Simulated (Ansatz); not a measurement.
Ansatz (a program for electronic structure) input (B3LYP/6-31G* with LANL2DZ past Ar): The .json file joins the Basis Set Exchange's 6-31G* for atoms up to Ar and LANL2DZ past it.

Ansatz 0.2 input:
```yaml
crystal:
  periodic: [false, false, false]
  atoms:
    - {symbol: Sc, position_ang: [-0.00000000, -0.00000000, -0.45961229]}
    - {symbol: O, position_ang: [0.00000000, 0.00000000, 1.20648225]}
basis:
  gaussian:
    orbitals: 6-31Gs+LANL2DZ.json
hamiltonian:
  xc: {name: B3LYP}
magnetization: {spin_polarized: true, initial_magnetization: 1}
phonons: {temperatures: {t_min: 298.15, t_max: 298.15, t_step: 100}}
```

Output:

```
WARN ansatz: RAYON_NUM_THREADS=1 ignored (pool sized by the plan → 1); use --threads N
Functional definition: B3LYP
integrals: 0.01 GiB planned
477 factors; integrals over basis functions are off by at most 1.8e-4 eV
mean field: 0.13 GiB planned
mean field evaluation 1: about -3299.1503 eV, gradient 5.4e1 eV
mean field evaluation 2: about -3085.3003 eV, gradient 1.6e2 eV
mean field evaluation 4: about -3309.1822 eV, gradient 2.0e1 eV
mean field evaluation 8: about -3311.0646 eV, gradient 3.3e-1 eV
mean field evaluation 16: about -3311.0753 eV, gradient 4.8e-4 eV
mean field -3311.07525403 eV, -121.6797712580 hartree, gradient 3.8e-5 eV, S^2 0.750844; 1 other end points of the search recorded, 0 dependent functions left out
the calculation of the forces begins
reference -3311.07544611 eV, -121.6797783169 hartree; 10, 9 occupied and 27, 28 virtual orbitals, 477 factors
these checks for a lower state are left out or cut short: stability, starts, cluster_reference, orbital_swaps, neighbouring_geometries, increment
integrals: 0.01 GiB planned
477 factors; integrals over basis functions are off by at most 1.8e-4 eV
mean field: 0.13 GiB planned
mean field evaluation 32: about -3311.0753 eV, gradient 2.0e-4 eV
mean field -3311.07525403 eV, -121.6797712581 hartree, gradient 1.1e-6 eV, S^2 0.750844; 0 other end points of the search recorded, 0 dependent functions left out
the calculation of the forces begins
reference -3311.07544611 eV, -121.6797783169 hartree; 10, 9 occupied and 27, 28 virtual orbitals, 477 factors
these checks for a lower state are left out or cut short: stability, starts, cluster_reference, orbital_swaps, neighbouring_geometries, increment
integrals: 0.01 GiB planned
477 factors; integrals over basis functions are off by at most 1.8e-4 eV
mean field: 0.13 GiB planned
mean field -3311.07525403 eV, -121.6797712581 hartree, gradient 1.1e-6 eV, S^2 0.750844; 0 other end points of the search recorded, 0 dependent functions left out
the calculation of the forces begins
reference -3311.07544611 eV, -121.6797783169 hartree; 10, 9 occupied and 27, 28 virtual orbitals, 477 factors
these checks for a lower state are left out or cut short: stability, starts, cluster_reference, orbital_swaps, neighbouring_geometries, increment
integrals: 0.01 GiB planned
477 factors; integrals over basis functions are off by at most 1.8e-4 eV
mean field: 0.13 GiB planned
mean field -3311.07525403 eV, -121.6797712581 hartree, gradient 9.4e-7 eV, S^2 0.750844; 0 other end points of the search recorded, 0 dependent functions left out
the calculation of the forces begins
reference -3311.07544611 eV, -121.6797783169 hartree; 10, 9 occupied and 27, 28 virtual orbitals, 477 factors
these checks for a lower state are left out or cut short: stability, starts, cluster_reference, orbital_swaps, neighbouring_geometries, increment
integrals: 0.01 GiB planned
477 factors; integrals over basis functions are off by at most 1.8e-4 eV
mean field: 0.13 GiB planned
mean field -3311.07525403 eV, -121.6797712581 hartree, gradient 9.4e-7 eV, S^2 0.750844; 0 other end points of the search recorded, 0 dependent functions left out
the calculation of the forces begins
reference -3311.07544611 eV, -121.6797783169 hartree; 10, 9 occupied and 27, 28 virtual orbitals, 477 factors
these checks for a lower state are left out or cut short: stability, starts, cluster_reference, orbital_swaps, neighbouring_geometries, increment
integrals: 0.01 GiB planned
477 factors; integrals over basis functions are off by at most 1.8e-4 eV
mean field: 0.13 GiB planned
mean field -3311.07510865 eV, -121.6797659155 hartree, gradient 2.5e-6 eV, S^2 0.750830; 0 other end points of the search recorded, 0 dependent functions left out
the calculation of the forces begins
reference -3311.07530059 eV, -121.6797729692 hartree; 10, 9 occupied and 27, 28 virtual orbitals, 477 factors
these checks for a lower state are left out or cut short: stability, starts, cluster_reference, orbital_swaps, neighbouring_geometries, increment
integrals: 0.01 GiB planned
477 factors; integrals over basis functions are off by at most 1.7e-4 eV
mean field: 0.13 GiB planned
mean field evaluation 64: about -3311.0652 eV, gradient 9.3e-2 eV
mean field -3311.07511148 eV, -121.6797660197 hartree, gradient 1.4e-6 eV, S^2 0.750858; 0 other end points of the search recorded, 0 dependent functions left out
the calculation of the forces begins
reference -3311.07530370 eV, -121.6797730836 hartree; 10, 9 occupied and 27, 28 virtual orbitals, 477 factors
these checks for a lower state are left out or cut short: stability, starts, cluster_reference, orbital_swaps, neighbouring_geometries, increment
integrals: 0.01 GiB planned
477 factors; integrals over basis functions are off by at most 1.8e-4 eV
mean field: 0.13 GiB planned
mean field -3311.07525403 eV, -121.6797712581 hartree, gradient 1.1e-6 eV, S^2 0.750844; 0 other end points of the search recorded, 0 dependent functions left out
the calculation of the forces begins
reference -3311.07544611 eV, -121.6797783169 hartree; 10, 9 occupied and 27, 28 virtual orbitals, 477 factors
these checks for a lower state are left out or cut short: stability, starts, cluster_reference, orbital_swaps, neighbouring_geometries, increment
integrals: 0.01 GiB planned
477 factors; integrals over basis functions are off by at most 1.8e-4 eV
mean field: 0.13 GiB planned
mean field -3311.07525403 eV, -121.6797712581 hartree, gradient 1.1e-6 eV, S^2 0.750844; 0 other end points of the search recorded, 0 dependent functions left out
the calculation of the forces begins
reference -3311.07544611 eV, -121.6797783169 hartree; 10, 9 occupied and 27, 28 virtual orbitals, 477 factors
these checks for a lower state are left out or cut short: stability, starts, cluster_reference, orbital_swaps, neighbouring_geometries, increment
integrals: 0.01 GiB planned
477 factors; integrals over basis functions are off by at most 1.8e-4 eV
mean field: 0.13 GiB planned
mean field -3311.07525403 eV, -121.6797712581 hartree, gradient 9.4e-7 eV, S^2 0.750844; 0 other end points of the search recorded, 0 dependent functions left out
the calculation of the forces begins
reference -3311.07544611 eV, -121.6797783169 hartree; 10, 9 occupied and 27, 28 virtual orbitals, 477 factors
these checks for a lower state are left out or cut short: stability, starts, cluster_reference, orbital_swaps, neighbouring_geometries, increment
integrals: 0.01 GiB planned
477 factors; integrals over basis functions are off by at most 1.8e-4 eV
mean field: 0.13 GiB planned
mean field evaluation 96: about -3311.0753 eV, gradient 1.7e-6 eV
mean field -3311.07525403 eV, -121.6797712581 hartree, gradient 9.4e-7 eV, S^2 0.750844; 0 other end points of the search recorded, 0 dependent functions left out
the calculation of the forces begins
reference -3311.07544611 eV, -121.6797783169 hartree; 10, 9 occupied and 27, 28 virtual orbitals, 477 factors
these checks for a lower state are left out or cut short: stability, starts, cluster_reference, orbital_swaps, neighbouring_geometries, increment
integrals: 0.01 GiB planned
477 factors; integrals over basis functions are off by at most 1.7e-4 eV
mean field: 0.13 GiB planned
mean field -3311.07511148 eV, -121.6797660197 hartree, gradient 1.4e-6 eV, S^2 0.750858; 0 other end points of the search recorded, 0 dependent functions left out
the calculation of the forces begins
reference -3311.07530370 eV, -121.6797730836 hartree; 10, 9 occupied and 27, 28 virtual orbitals, 477 factors
these checks for a lower state are left out or cut short: stability, starts, cluster_reference, orbital_swaps, neighbouring_geometries, increment
integrals: 0.01 GiB planned
477 factors; integrals over basis functions are off by at most 1.8e-4 eV
mean field: 0.13 GiB planned
mean field -3311.07510865 eV, -121.6797659155 hartree, gradient 2.5e-6 eV, S^2 0.750830; 0 other end points of the search recorded, 0 dependent functions left out
the calculation of the forces begins
reference -3311.07530059 eV, -121.6797729692 hartree; 10, 9 occupied and 27, 28 virtual orbitals, 477 factors
Total energy: -3311.07544611 eV, -121.6797783169 hartree
Atom 0 at    -0.000000    -0.000000    -0.459612 Å, force    -0.000000     0.000000    -0.000359 eV/Å
Atom 1 at     0.000000     0.000000     1.206482 Å, force     0.000000    -0.000000     0.000359 eV/Å
Dipole moment:     0.000000     0.000000    -0.738279 e Å
Vibrations: 1030.37 cm⁻¹, zero-point energy 0.063875 eV
```

The blocks after the first are displaced geometries, from whose forces the wavenumbers follow.
